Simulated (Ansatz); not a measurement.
The same path of BClH$_{6}$N$_{2}$ (10 atoms, charge 0, multiplicity 1) was run twice with different band settings. Lost on the way: B1–Cl2, N7–H10. Made: Cl2–H10.

The calculation used Ansatz, RKS LDA/6-31G*.

Relaxed end points:

```xyz
10
Properties=species:S:1:pos:R:3
B 0.097 0.299 0.119
Cl 0.148 -0.843 1.630
N 1.269 0.277 -0.762
H 2.120 -0.097 -0.326
H 1.111 -0.241 -1.629
H -0.975 0.223 -0.454
N 0.110 1.743 0.860
H 0.961 1.817 1.442
H 0.139 2.482 0.140
H -0.709 1.867 1.475
```

```xyz
10
Properties=species:S:1:pos:R:3
B 0.162 0.818 -0.544
Cl -0.204 -0.230 2.892
N 1.289 0.069 -0.864
H 1.285 -0.596 -1.635
H 2.129 0.016 -0.285
H -0.835 0.743 -1.217
N 0.142 1.652 0.645
H 1.030 2.030 0.995
H -0.596 2.359 0.703
H -0.132 0.668 1.805
```

Common settings: climbing image yes; spring 5.0 eV/Å²; optimiser quadratic models (default); start path through a guess of the saddle point; force threshold 0.05 eV/Å; iteration limit 60; end points relaxed.

| run | movable images |
| --- | --- |
| 1 | 7 |
| 2 | 1 |

Problem. What does each run give, and how far can it be trusted?

Solution. Run 1: converged after 27 iterations, highest image 0.616 eV above the first end. The profile has 2 maxima (images 2, 6) with wells between them (image 4): this band takes more than one step, which may be the mechanism or a detour left from its start path. A vibrational analysis at the climbing image gives one clearly imaginary mode, 297i cm⁻¹: a first-order saddle point.
Run 2: converged after 20 iterations, highest image 0.377 eV above the first end. The order of the point at the top wasn't checked. A band with more images between the same ends climbed to 0.62 eV, so this one has probably stepped over the top. So few images can step over the top or miss a turn of the path.
The orbitals stay closed-shell, which can raise the energy where a bond breaks towards radicals; this wasn't checked here.
